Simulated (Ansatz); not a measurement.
Molecule: C4H5SSi, charge 0, multiplicity 2. It need not be the lowest isomer of its formula. SMILES: [SiH3]c1[c]ccs1
Geometry: optimised at B3LYP-D3(BJ)/def2-TZVP (Ansatz, a first-principles code).

Parts of the frozen-core correlation energy in cc-pVTZ (Ansatz, hartree). Frozen orbitals: 14; correlated occupied orbitals by spin: 16 and 15; virtual: 228 and 229. UHF or UKS for open shells. Spin-orbit coupling is left out. Non-relativistic.

| term | value |
|---|---|
| reference (HF) | -840.84481 |
| MP2 opposite-spin | -0.65669 |
| MP2 same-spin | (withheld) |
| CCSD correlation | (withheld) |
| (T) | (withheld) |
| T1 diagnostic | 0.039 |
| largest doubles amplitude | 0.057 |
| <S^2> of the reference | 1.114 |

**Question.** Complete the blanks.

**Answer.** 
- MP2 same-spin, value: -0.21411
- CCSD correlation, value: -0.93357
- (T), value: -0.05132
